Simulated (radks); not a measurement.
Question: The lutetium ion Lu41+, [Ar] 3d10 4s2. All-electron calculation, non-relativistic Kohn-Sham, exchange-only PBE, spin-polarised, spherical densities, point nucleus. Program: a radial shooting solver on a logarithmic mesh with Libxc functionals. Every spin shell is full or empty, so the densities are truly spherical. Functionals are evaluated on that one density, not self-consistently. Rank these exchange functionals by their error against the exact value of the orbitals, and give that value: LDA, B88, revPBE, PW86, OPTX, WC, SOGGA, MS2, Tao-Mo, MVS.

Answer: Exact: -213.726 hartree. From best to worst, with 100 (|E| - |E exact|)/|E exact| (equal figures are ties): B88 -0.04, MVS -0.11, PW86 -0.25, revPBE -0.32, MS2 -0.69, Tao-Mo -0.91, WC -1.01, OPTX +1.21, SOGGA -2.44, LDA -5.18.
